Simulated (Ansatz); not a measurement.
COS, charge +1, doublet, at a GFN2-xTB geometry (a state made from the parent by changing its charge; the spin is typed, not shown lowest). Base run: CCSD(T)/def2-SVP (Ansatz, a program for electronic structure).

Here is a job for Ansatz.
Ansatz 0.2 input:
```yaml
crystal:
  periodic: [false, false, false]
  atoms:
    - {symbol: O, position_ang: [-0.00000000, -0.00000000, -1.68366881]}
    - {symbol: C, position_ang: [-0.00000000, -0.00000000, -0.55245407]}
    - {symbol: S, position_ang: [0.00000000, 0.00000000, 1.04900468]}
basis:
  gaussian:
    orbitals: def2-SVP
total_charge: 1
magnetization: {spin_polarized: true, initial_magnetization: 1}
correlation: {method: ccsd_t}
```

Each row names what was changed in the base input (with any setting that the change needs).

```tsv
change	ΔE vs base (kcal/mol)	MP2 correlation (Eh)	CC correlation without the perturbative part (Eh)	basis functions
base	0.000	-0.39422	-0.41631	46
method = bccd_t	-0.267	-0.39422	-0.41418	46
diis_vectors = 2	0.000	-0.39422	-0.41631	46
method = bccd	12.04	-0.39422	-0.41418	46
method = mp2	24.57	-0.39422	-	46
electrons = outside_noble_gas	0.000	-0.39422	-0.41631	46
diis_vectors = 4	0.000	-0.39422	-0.41631	46
electrons = all	-8.20	-0.40821	-0.42903	46
reference functional = pbe0	0.89	-	-0.43138	46
fitting = cc-pVTZ-JKFIT (mean field), cc-pVTZ-RIFIT (correlation)	0.086	-0.39418	-0.41629	46
```

Ansatz warned in this series: the method lies far from an estimate of full CI.
